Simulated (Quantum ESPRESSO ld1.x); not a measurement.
Values are calculated unless marked as measured or tabulated.
One sound ld1.x (Quantum ESPRESSO 7.5) input for the neon ion Ne3+ gives E = -123.6994 hartree in 18 iterations:

```
 &input
    zed=10.0,
    iswitch=1,
    rel=1,
    lsd=1,
    dft='PW',
    config='[He] 2s2 2p3',
    prefix='ld1',
    max_out_wfc=37,
    file_charge='ld1.rho',
 /
```

Changed or added lines, one case at a time, and what came of them:

- xmin=-1.0: refused. The program stops in ld1_readin with "wrong xmin": xmin is refused above -2.
- confg=1: refused. The program stops in ld1_readin with "reading input namelist": the namelist holds a keyword that &input does not know.
- zed=110.0: refused. The program stops in ld1_readin with "wrong nuclear charge zed: 110.00": zed must lie above 0 and at most 103.
- lsd=2: refused. The program stops in ld1_readin with "lsd not correct": lsd takes 0 or 1.
- config='[He] 2s2 2p3 3d-1': harmless. A negative occupation marks a state as unused; the result equals that of the sound run.
- iswitch=5: refused. The program stops in ld1_readin with "wrong iswitch": iswitch takes 1 to 4.
- config='[He] 2s2 2p3 5g1': refused. The program stops in el_config with "l not found:G": the config string knows s, p, d and f alone.
